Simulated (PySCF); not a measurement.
NMR parameters of [Ga(OMe)H3]-

[Ga(OMe)H3]-, [CH6GaO]-.

Geometry (Å), atoms numbered from 1 in this order:
```xyz
9

Ga   -0.3739    0.5571   -1.2474
O    -0.2093    0.6395    0.6354
C     0.3247   -0.4376    1.2739
H    -0.2725   -1.3813    1.1719
H     0.4114   -0.2618    2.3742
H     1.3570   -0.7141    0.9353
H     1.1152    0.3079   -1.8533
H    -0.9943    1.9792   -1.6892
H    -1.3584   -0.6890   -1.6008
```

Total charge -1.

GIAO calculations in PySCF 2.14 on the PBE0-D3(BJ)/def2-SVP structure: isolated species, non-relativistic, equivalent atoms averaged; basis pcSseg-1 (pcSseg-2 on Ga).

(1) Give the isotropic shieldings (ppm) with B3LYP, PBE, PBE0.

(2) And the chemical shifts, against references computed in the same way?

(3) Which part of the shielding of Ga1 depends on the functional?

(4) What couplings does PBE/pcJ-1 (pcSseg-1 on Ga) give?

Results:

(1) 
```tsv
atoms	environment	B3LYP	PBE	PBE0
Ga1	Ga bonded to O, 3 H	1520	1476	1541
O2	oxygen bonded to C, Ga	338.1	329.9	348.6
C3	carbon bonded to O, 3 H	119.1	118.3	125.7
H7/H8/H9	hydrogen on a Ga bonded to O	27.36	26.91	27.22
H4/H5/H6	hydrogen on a carbon bonded to O	27.71	27.30	27.68
HOMO–LUMO gap (eV)	–	6.48	4.80	6.93
```

(2) 
```json
{"atoms": "Ga1", "nucleus, reference": "71Ga, [Ga(H2O)6]3+", "B3LYP": "279", "PBE": "271", "PBE0": "276"}
{"atoms": "O2", "nucleus, reference": "17O, H2O", "B3LYP": "-4.1", "PBE": "4.7", "PBE0": "-14.0"}
{"atoms": "C3", "nucleus, reference": "13C, TMS", "B3LYP": "60.1", "PBE": "61.8", "PBE0": "58.7"}
{"atoms": "H7/H8/H9", "nucleus, reference": "1H, TMS", "B3LYP": "4.02", "PBE": "4.29", "PBE0": "4.05"}
{"atoms": "H4/H5/H6", "nucleus, reference": "1H, TMS", "B3LYP": "3.67", "PBE": "3.90", "PBE0": "3.58"}
```

(3) Diamagnetic: B3LYP 2640, PBE 2641, PBE0 2641 ppm; paramagnetic: B3LYP -1120, PBE -1165, PBE0 -1099 ppm. The diamagnetic part, set mainly by inner electrons, hardly moves; the paramagnetic part goes with low-lying magnetically allowed excitations and carries the spread.

(4) 1J(C3,H4) = 121.1, 1J(O2,C3) = 30.6, 2J(H7,H8) = 12.2, 2J(H4,H5) = -8.1, 2J(O2,H7) = -6.3, 2J(O2,H4) = -6.2, 3J(C3,H7) = 3.3 Hz (averaged over equivalent pairs; isotopes 13C, 1H, 17O).

Relativistic effects, spin–orbit coupling among them, are left out; they matter for Ga and for the light atoms bonded to it. Experimental scales use liquid or dissolved standards, which lie at an offset from isolated H2O (liquid H2O: subtract about 36 ppm).
